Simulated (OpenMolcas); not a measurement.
## Levels of Be⁺ by method

- Program: OpenMolcas
- Basis: ANO-RCC-VDZP [3s2p1d]
- Scalar Hamiltonian: DKH4, point nucleus
- Active space: 1 electron in 8 orbitals (2s 2p 3s 3p)
- State averaging: 2S+1 = 2 even, 1 root; 2S+1 = 2 odd, 3 roots
- Spin-orbit coupling: RASSI with atomic mean-field integrals over the reference wave functions, term energies averaged over their components

Methods on the same reference wave functions:
A. CASSCF
B. SS-CASPT2, IPEA 0.25 Eh, imaginary shift 0.1 Eh (closed shells correlated: 1s)

Energies in cm⁻¹ above 2s ²S_1/2, the measured ground level; measured values from NIST Handbook of Basic Atomic Spectroscopic Data.

```
     Level      A      B  Measured
 2s ²S_1/2    0.0    0.0       0.0
2p ²P°_1/2  32866  32788     31929
2p ²P°_3/2  32872  32794     31935
```

Deviations, from unrounded energies. A percentage is the sum of absolute deviations over the sum of measured energies, with the sign that they share, or ± where signs differ.

```tsv
Against measurement	Levels	A	B
mean absolute deviation (cm-1)	2	940	860
other configurations (%)	2	+2.9	+2.7
```

B lies closest to measurement on these levels. The largest miss of B in the table is 2p ²P°_1/2, by +860 cm-1. The ranking rests on the paired levels alone, and a cruder setting can come out closer through cancelling errors.

The lowest spin-free term lies below A's lowest term by 0.001 hartree in B.

With one active electron outside closed inactive shells, the extra shells (3p 3s) add no correlation to the reference. ANO sets are built for ground and valence states and can reach diffuse excited orbitals poorly. With one active electron the reference holds no correlation, so core polarisation is missing (holds for A). With one active electron, CASPT2 adds the correlation within the correlated inactive shells and between them and that electron, and leaves the splitting within a term as the reference gives it (holds for B). Computed and measured levels are paired by configuration, term and J; levels that our copy of the source lacks, or whose pairing is in doubt (as where it misses far off the trend of its configuration), stay unpaired and out of the deviations. Only configurations of the active space appear.

° marks odd parity.
